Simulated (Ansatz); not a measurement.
Program: Ansatz. Geometries: PBE0-D4/def2-TZVP. ΔE: electronic, gas phase. CBS: MP2 limit from def2 TZ/QZ plus the TZ coupled-cluster correction, frozen cores. DFT in def2-TZVPP. Each species was taken in one conformer, which may not be the lowest.

Reaction (ligand exchange at the Si–S bond): `OCS[SiH3]` + `[OH][AlH][SiH3]` → `[SiH3][O][AlH][SiH3]` + `OCS`

| level | ΔE (kcal/mol) |
| --- | --- |
| PBE | -6.8 |
| r2SCAN | -9.4 |
| MP2/def2-QZVPP | -10.9 |
| MP2/CBS(def2) | -10.4 |

Question: What does CCSD(T)/CBS give? (An estimate is asked.)

Answer: Computed: -11.0 kcal/mol. The listed levels differ from it by 4.2, 1.6, 0.1, 0.6 kcal/mol.

Largest T1 diagnostic among the species: 0.014.

The D4 term adds +0.8 kcal/mol with B3LYP and +0.3 kcal/mol with PBE0; it sums over pairs of atoms, weighted by their polarisabilities, and B3LYP, whose exchange is more repulsive, gets the larger term. In def2-TZVPP, CCSD(T) changes the Hartree–Fock value by +6.0 kcal/mol (the triples alone add +1.3 kcal/mol) and MP2 by +6.6 kcal/mol. From PBE to PBE0 (25 % exact exchange), in def2-TZVPP and without D4, ΔE moves by −1.9 kcal/mol.

B3LYP here is the variant with VWN-RPA as its local correlation; programs differ in this.
